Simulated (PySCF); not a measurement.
# Deuteron quadrupole couplings in fulvenallene

Fulvenallene, C7H6.
Cartesian coordinates in Å at the PBE0-D3(BJ)/def2-SVP level; atoms count from 1:
```
atom  x, y, z in Å
C1     2.8422   -0.1983    0.0015
C2     1.5427   -0.1082    0.0005
C3     0.2216   -0.0163   -0.0004
C4    -0.5806    1.0694   -0.5817
C5    -1.8852    0.7689   -0.3615
C6    -1.9744   -0.5017    0.3584
C7    -0.7242   -0.9803    0.5797
H8     3.3765   -0.6979   -0.8146
H9     3.4386    0.2230    0.8186
H10   -0.1660    1.9390   -1.0884
H11   -2.7415    1.3712   -0.6679
H12   -2.9062   -0.9792    0.6641
H13   -0.4345   -1.8990    1.0867
```

Level: PBE0/pcSseg-1 (PySCF, non-relativistic); Q(2H) = 0.00286 b; rigid geometry, the same for H and D, with no vibrational averaging.

Question: What are Vzz, η and χzz (234.96 MHz × Q × Vzz) at all hydrogens?

Answer: 
```
atom  bonded to  bond length (Å)  Vzz (au)     η  χzz (kHz)
  H8         C1            1.096    0.3032  0.06        204
  H9         C1            1.096    0.3032  0.06        204
 H10         C4            1.089    0.3151  0.07        212
 H11         C5            1.091    0.3108  0.05        209
 H12         C6            1.091    0.3108  0.05        209
 H13         C7            1.089    0.3151  0.07        212
```

Isolated species at its PBE0-D3(BJ)/def2-SVP geometry, gas phase. The basis is small and wasn't made for field gradients, so the couplings can be 20 % off.
